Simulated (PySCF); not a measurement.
From one molecule to another.

First species: C₁₀H₁₂O₂.
InChI=1S/C10H12O2/c1-2-8-12-10(11)9-6-4-3-5-7-9/h3-7H,2,8H2,1H3

Second species: C5H14BOP.
SMILES: `[BH3-][P+]1(C)CCOCC1`

Levels: PBE0/def2-SVPD for HOMO energy, LUMO energy, HOMO–LUMO gap and static isotropic polarisability; TDDFT PBE0/def2-SVPD for lowest singlet excitation; TDA PBE0/def2-SVPD for lowest triplet excitation (Tamm–Dancoff). Geometries: PBE0-D3(BJ)/def2-SVP. All species are isolated and taken at one optimised geometry, non-relativistic unless stated; the electronic structure was computed with PySCF and density fitting.

The conformers computed, where there is a choice (atom-mapped SMILES and torsion angles):
- `[CH3:1][CH2:2][CH2:3][O:4][C:5](=[O:6])[c:7]1[cH:8][cH:9][cH:10][cH:11][cH:12]1`: C1–C2–C3–O4 -176°, C2–C3–O4–C5 -82°, C3–O4–C5–O6 0°, O4–C5–C7–C8 178°

The conformers of `[BH3-][P+]1(C)CCOCC1` aren't listed.

Which has the higher static isotropic polarisability?

The first: 125.9 au against 105.2 au, a difference of 20.7 au.

Which of the two has the higher T1 energy, and by how much?

The second: 6.75 eV against 3.79 eV, a difference of 2.96 eV.

Which of the two has the higher HOMO energy, and by how much?

The first: -7.57 eV against -7.67 eV, a difference of 0.10 eV.

Which of the two has the higher S1 energy, and by how much?

The second: 6.89 eV against 5.00 eV, a difference of 1.89 eV.

Which has the higher HOMO–LUMO gap?

The second: 7.89 eV against 6.16 eV, a difference of 1.73 eV.

Which has the higher LUMO energy?

The second: 0.22 eV against -1.41 eV, a difference of 1.63 eV.

On the first: The polarisability is 18.66 Å³ as a volume (1 au = 0.148185 Å³), or 1.43 au for each of the 88 electrons. The 10 singlets span 5.00 to 7.21 eV, and their oscillator strengths add up to 1.22.

On the second: The vertical singlet–triplet gap S1 − T1 is 0.14 eV (TDDFT singlet less Tamm–Dancoff triplet; S1: HOMO→LUMO, weight 0.96; T1: HOMO→LUMO, weight 0.92). The principal polarisabilities are 97.8, 100.6 and 117.2 au; their mean is the isotropic value.
